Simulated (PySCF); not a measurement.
Bonds (- single, = double, # triple, : aromatic): C1=C2, C2-O3, O3-C4, C4-C5, C5-O6, O6-C7, C7-C8, C8-Si9, Si9-C4. C1 carries H10, H11; C2 carries H12; C4 carries H13; C5 carries H14, H15; C7 carries H16, H17; C8 carries H18, H19; Si9 carries H20, H21. Stereochemistry as in C=CO[C@@H]1COCC[SiH2]1. H10 is cis to O3; H15, H16, H18, H21 are cis to O3 on the ring; H11 is trans to O3; H14, H17, H19, H20 are trans to O3 on the ring.

No solvent model, one conformer, relativity neglected. GFN2-xTB structure; GIAO PBE0/pcSseg-1 shieldings; PySCF 2.14.

Scale: TMS for 13C (186.93 ppm) and 1H (31.72 ppm) and 29Si (349.16 ppm); 17O (336.08 ppm) vs H2O (reference shieldings calculated alike).

```
atoms  nucleus  count  δ (ppm)
   C1      13C      1     88.4
  H17       1H      1     4.53
  H13       1H      1     3.90
   C2      13C      1    158.5
  H19       1H      1     1.12
   C4      13C      1        ?
  H10       1H      1        ?
  H11       1H      1        ?
  H20       1H      1     4.74
  H12       1H      1     6.66
  H15       1H      1        ?
  Si9     29Si      1        ?
  H16       1H      1        ?
   C5      13C      1     75.5
  H14       1H      1     4.61
  H21       1H      1     4.02
   O6      17O      1     50.0
   C7      13C      1     72.2
  H18       1H      1     0.68
   C8      13C      1        ?
   O3      17O      1    138.6
```

Q: Estimate the values marked ?.

A: 
- C4: 63.8 ppm, sp3 CH bonded to O and Si; deshielded by the electronegative neighbour
- C8: 12.3 ppm, sp3 CH2 bonded to Si
- H11: 4.17 ppm, hydrogen on a β carbon of an enol-ether or enamine type C=C; lone-pair donation from O or N shields it, upfield of ordinary alkene protons
- H10: 4.12 ppm, hydrogen on a β carbon of an enol-ether or enamine type C=C; lone-pair donation from O or N shields it, upfield of ordinary alkene protons
- H15: 3.56 ppm, hydrogen on an sp3 CH2 bonded to O; its carbon carries O, hence the downfield position
- H16: 3.48 ppm, hydrogen on an sp3 CH2 bonded to O; its carbon carries O, hence the downfield position
- Si9: -52.5 ppm, silicon bonded to 2 C, 2 H, in a 6-membered ring

Shifts are as computed. Against solution values, carbons near 30 ppm lie about +3 ppm off and those near 130 ppm about +5 ppm. Of 1309 compounds with measured shifts, 239 miss one by over three times the rms of a fit or turn the order of signals round; such compounds aren't used in these exercises. Experimental scales use liquid or dissolved standards, which lie at an offset from isolated H2O (liquid H2O: subtract about 36 ppm).
